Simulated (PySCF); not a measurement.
Species: FH7Si3.
Numbering: `[F:1][SiH2:2][SiH2:3][SiH3:4]` (hydrogens: H5, H6 on Si2; H7, H8 on Si3; H9, H10, H11 on Si4)

Geometry (PBE0-D3(BJ)/def2-SVP, Å), atoms numbered from 1 in this order:
```
atom  x, y, z in Å
F1     1.560   -1.605   -0.856
Si2    1.839   -0.467    0.285
Si3    0.036    1.030    0.200
Si4   -1.853   -0.223   -0.405
H5     3.162    0.158   -0.007
H6     1.895   -1.154    1.609
H7     0.288    2.116   -0.798
H8    -0.151    1.653    1.549
H9    -1.964   -1.409    0.498
H10   -1.706   -0.693   -1.815
H11   -3.098    0.596   -0.286
```

Computed, not measured: MP2 and CCSD/aug-cc-pVDZ in PySCF, restricted Hartree–Fock reference, 16 core orbitals frozen, non-relativistic, gas phase, PBE0-D3(BJ)/def2-SVP geometry.

E(HF) = -970.37025 Eh.

Task: How large is the problem?

Result: 167 basis functions and 58 electrons; 16 orbitals frozen, which leaves o = 13 correlated occupied and v = 138 virtual orbitals. That is o·v = 1794 singles and o·v(o·v + 1)/2 = 1610115 distinct closed-shell doubles amplitudes before symmetry; the costliest CCSD step grows as o²v⁴ = 6.1 × 10^10.

Task: What are the MP2 and CCSD correlation energies?

Result: MP2 -0.5243 Eh and CCSD -0.5911 Eh, which gives totals of -970.89458 and -970.96132 Eh. That is 0.619 eV for each correlated electron at CCSD (1552 kJ/mol in all, 0.061 % of the total energy); MP2 gives 88.7 % of the CCSD value.

Task: What is the T1 diagnostic?

Result: 0.0141, below the customary warning level of 0.02. It is the norm of the spatial-orbital singles amplitudes over the root of the number of correlated electrons, so the norm is 0.072.

Task: How does correlation change the dipole moment?

Result: HF gives 1.58 D and CCSD (unrelaxed density) 1.39 D, a change of -0.19 D.

Connected triples and the basis-set limit are missing.

One conformer stands for the species.
